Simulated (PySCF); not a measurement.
**Nuclear quadrupole coupling in `C=CS(=O)(=O)OC`**

Compound: C3H6O3S.
Structure used (PBE0-D3(BJ)/def2-SVP), in Å, numbered top down from 1:
```
atom  x, y, z in Å
C1    -2.4714    0.4760    0.0808
C2    -1.3743   -0.2732    0.1109
S3    -0.1986   -0.1643   -1.1982
O4     0.1878   -1.5127   -1.5714
O5    -0.6529    0.8045   -2.1672
O6     1.0580    0.5364   -0.4491
C7     2.0390   -0.2913    0.1594
H8    -3.2246    0.4030    0.8694
H9    -2.6368    1.1772   -0.7420
H10   -1.1325   -1.0083    0.8835
H11    2.9299    0.3368    0.2840
H12    1.7029   -0.6424    1.1488
H13    2.2744   -1.1543   -0.4785
```

Field gradients from the PBE0/pcSseg-1 density (PySCF, non-relativistic), principal values in atomic units, ordered |Vxx| ≤ |Vyy| ≤ |Vzz|:

```tsv
atom	Vxx	Vyy	Vzz
S3	-0.3300	-0.5243	0.8543
O4	-0.5988	-0.7754	1.3742
O5	-0.6416	-0.7533	1.3949
O6	-0.1887	-1.7207	1.9094
```

Task: Find the asymmetry η = (Vxx − Vyy)/Vzz and the couplings χ = eQV/h (234.96 MHz × Q in barn × V in au), with Q(33S) = −0.0678 b, Q(17O) = −0.0256 b.

Result: 
| atom | environment | nucleus | η | χzz (MHz) | χxx (MHz) | χyy (MHz) |
| --- | --- | --- | --- | --- | --- | --- |
| S3 | sulfonyl sulfur | 33S | 0.23 | -13.61 | 5.26 | 8.35 |
| O4 | sulfonyl oxygen | 17O | 0.13 | -8.27 | 3.60 | 4.66 |
| O5 | sulfonyl oxygen | 17O | 0.08 | -8.39 | 3.86 | 4.53 |
| O6 | oxygen bonded to C and S | 17O | 0.80 | -11.48 | 1.13 | 10.35 |

The tensor is traceless: Vxx + Vyy + Vzz = 0.

Task: What is Vzz at S3 in SI units (1 au = 9.71736 × 10²¹ V/m²)?

Result: 0.8543 au = 8.302 × 10²¹ V/m².

Were the hydrogens deuterons (Q(2H) = 0.00286 b), χzz would run from 186 kHz (H13) to 203 kHz (H8).

One conformer (not necessarily the lowest) at the PBE0-D3(BJ)/def2-SVP geometry, without solvent, vibrations or thermal averaging. The small basis limits the accuracy of the gradients.
